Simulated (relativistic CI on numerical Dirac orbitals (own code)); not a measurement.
# Sensitivity of the levels of Au⁵²⁺ to α and to the nuclear radius

Computed by Dirac-Coulomb-Breit CI, separate exchange-only KLI orbitals for each configuration, derivatives by finite differences, unscaled Slater integrals, QED left out (own radial code, finite nucleus).

CI space (outside the closed core [Ne]): 3s2 3p6 3d9, 3s2 3p5 3d10, 3s 3p6 3d10, 3s2 3p6 3d8 4s, 3s2 3p6 3d8 4p, 3s2 3p4 3d10 4s, 3s2 3p6 3d8 4d, 3s2 3p4 3d10 4p. Levels of other configurations are missing.

With x = (α/α₀)² − 1 an excitation energy changes as ω = ω₀ + qx; K = 2q/ω₀ is the relative enhancement. Terms are leading LS components, so labels can repeat. The field-shift factor is F = δν/δ⟨r²⟩ for the transition from the lowest level.

Lowest level 3s2 3p6 3d9 2D_5/2.

| Level | ω₀ (cm⁻¹) | q (cm⁻¹) | K | F (GHz/fm²) |
| --- | --- | --- | --- | --- |
| 3s2 3p6 3d9 2D_3/2 | 737314 | 749500 | 2.03 | 25.3 |
| 3s2 3p5 3d10 2P°_3/2 | 4133888 | 927100 | 0.449 | 65.3 |
| 3s2 3p5 3d10 2P°_1/2 | 7586985 | 5.299e+06 | 1.4 | -762 |
| 3s 3p6 3d10 2S_1/2 | 9771888 | 5.773e+06 | 1.18 | -11500 |
| 3s2 3p6 3d8 4s 4F_9/2 | 15362618 | -2.292e+06 | -0.298 | 4260 |
| 3s2 3p6 3d8 4s 2F_7/2 | 15389681 | -2.288e+06 | -0.297 | 4250 |
| 3s2 3p6 3d8 4s 2D_5/2 | 15449881 | -2.288e+06 | -0.296 | 4250 |
| 3s2 3p6 3d8 4s 2D_3/2 | 15463183 | -2.283e+06 | -0.295 | 4250 |
| 3s2 3p6 3d8 4s 2S_1/2 | 15630460 | -2.264e+06 | -0.29 | 4250 |
| 3s2 3p6 3d8 4s 4F_7/2 | 16092546 | -1.536e+06 | -0.191 | 4280 |
| 3s2 3p6 3d8 4s 4F_5/2 | 16099821 | -1.532e+06 | -0.19 | 4280 |
| 3s2 3p6 3d8 4s 4P_5/2 | 16177593 | -1.53e+06 | -0.189 | 4280 |
| 3s2 3p6 3d8 4s 4P_3/2 | 16184520 | -1.527e+06 | -0.189 | 4280 |

At this charge energies of transitions that change n are usually good to better than 1 %, and those within a shell (Δn = 0) to a few per cent.
